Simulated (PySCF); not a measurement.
Molecule: F3Si(SH), F3HSSi.

Molfile (atoms numbered from 1):
```
F3HSSi
     RDKit          3D

  6  5  0  0  0  0  0  0  0  0999 V2000
   -1.2050   -0.1475    1.2378 F   0  0  0  0  0  0  0  0  0  0  0  0
   -0.4150   -0.1675   -0.1526 Si  0  0  0  0  0  4  0  0  0  0  0  0
   -0.8779    1.1489   -0.9340 F   0  0  0  0  0  0  0  0  0  0  0  0
   -0.8901   -1.4478   -0.9783 F   0  0  0  0  0  0  0  0  0  0  0  0
    1.6635   -0.2869    0.0738 S   0  0  0  0  0  0  0  0  0  0  0  0
    1.7308    0.9048    0.7102 H   0  0  0  0  0  0  0  0  0  0  0  0
  1  2  1  0
  2  3  1  0
  2  4  1  0
  2  5  1  0
  5  6  1  0
M  END
```

Geometry PBE0-D3(BJ)/def2-SVP throughout; GIAO in PySCF, gas phase, one conformer, non-relativistic; equivalent atoms averaged; basis pcSseg-2.

(1) How do the shifts δ (against CFCl3, TMS, CS2 at the same level) depend on the functional? (ppm; last column core-seconds on shared hosts with different chips, so compare them loosely)

(2) Which nucleus moves most, in ppm?

Answers

(1) 
```tsv
functional	kind	F1/F3/F4	Si2	S5	H6	core-s
HF	Hartree–Fock	-97.4	-67.1	-235.3	1.06	8.1
LDA	LDA	-135.5	-52.2	-220.0	1.05	15
PBE	GGA	-140.6	-54.8	-214.1	0.76	18
BLYP	GGA	-143.4	-62.8	-205.1	0.58	17
BP86	GGA	-140.7	-55.9	-211.6	0.73	18
OPBE	GGA	-139.4	-50.8	-218.1	0.84	18
KT2	GGA	-146.1	-49.8	-201.3	0.81	19
KT3	GGA	-147.0	-54.8	-201.9	0.69	19
B97-D	GGA	-143.3	-61.3	-206.1	0.65	18
B3LYP	global hybrid	-130.3	-62.3	-216.1	0.74	13
PBE0	global hybrid	-125.5	-55.3	-226.2	0.92	13
mPW1PW91	global hybrid	-125.1	-56.3	-225.7	0.89	13
WP04	global hybrid	-138.1	-73.3	-208.1	0.55	14
B97-2	global hybrid	-129.3	-58.5	-220.5	0.85	21
BHandHLYP	global hybrid	-115.4	-63.5	-227.1	0.91	13
CAM-B3LYP	range-separated hybrid	-117.7	-58.0	-220.4	0.88	19
wB97X-D	range-separated hybrid	-119.8	-56.0	-224.2	0.89	19
LC-wPBE	range-separated hybrid	-104.6	-46.1	-231.7	1.03	23
```

(2) F1/F3/F4 (fluorine bonded to Si): from -147.0 ppm with KT3 to -97.4 ppm with HF. The smallest spread is 0.51 ppm, at H6.
